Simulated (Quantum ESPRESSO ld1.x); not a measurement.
Species: Zr3+. Configuration: [Kr] 4d1.

All-electron calculation, scalar-relativistic Kohn-Sham, LDA (Slater exchange, Perdew-Wang correlation), spin-polarised, spherical densities, point nucleus; open shells are filled with parallel spins first. Program: ld1.x of Quantum ESPRESSO 7.5.

Energy parts (eV):
| part | energy |
|---|---|
| total | -97770.78 |
| kinetic | 100501.91 |
| electron-nucleus | -234510.12 |
| Hartree | 39208.23 |
| exchange-correlation | -2970.80 |

Orbitals (lengths in bohr, moments of r in powers of bohr):
1s down: occ. 1; eigenvalue (eV) -17827.046; <1/r> 41.21; <r> 0.03711; <r^4> 8.905e-06
1s up: occ. 1; eigenvalue (eV) -17827.043; <1/r> 41.21; <r> 0.03711; <r^4> 8.905e-06
2s up: occ. 1; eigenvalue (eV) -2494.836; <1/r> 9.238; <r> 0.1628; <r^4> 0.001681
2s down: occ. 1; eigenvalue (eV) -2494.735; <1/r> 9.238; <r> 0.1628; <r^4> 0.001681
2p up: occ. 3; eigenvalue (eV) -2229.571; <1/r> 9.008; <r> 0.1418; <r^4> 0.001205
2p down: occ. 3; eigenvalue (eV) -2229.494; <1/r> 9.008; <r> 0.1418; <r^4> 0.001205
3s up: occ. 1; eigenvalue (eV) -431.509; <1/r> 3.135; <r> 0.4593; <r^4> 0.09129
3s down: occ. 1; eigenvalue (eV) -431.436; <1/r> 3.135; <r> 0.4593; <r^4> 0.09125
3p up: occ. 3; eigenvalue (eV) -345.111; <1/r> 2.979; <r> 0.4627; <r^4> 0.1026
3p down: occ. 3; eigenvalue (eV) -345.031; <1/r> 2.979; <r> 0.4627; <r^4> 0.1025
3d up: occ. 5; eigenvalue (eV) -202.844; <1/r> 2.740; <r> 0.4527; <r^4> 0.1218
3d down: occ. 5; eigenvalue (eV) -202.734; <1/r> 2.741; <r> 0.4526; <r^4> 0.1216
4s up: occ. 1; eigenvalue (eV) -81.928; <1/r> 1.129; <r> 1.202; <r^4> 4.043
4s down: occ. 1; eigenvalue (eV) -81.321; <1/r> 1.132; <r> 1.200; <r^4> 4.011
4p up: occ. 3; eigenvalue (eV) -59.611; <1/r> 0.9967; <r> 1.342; <r^4> 6.621
4p down: occ. 3; eigenvalue (eV) -58.934; <1/r> 0.9997; <r> 1.339; <r^4> 6.567
4d up: occ. 1; eigenvalue (eV) -28.735; <1/r> 0.7136; <r> 1.830; <r^4> 26.11
4d down: occ. 0; eigenvalue (eV) -27.957; <1/r> 0.7144; <r> 1.832; <r^4> 26.55

The highest occupied level is 4d up at -28.735 eV. The density falls to 0.001 e/bohr^3 at r = 3.24 bohr.
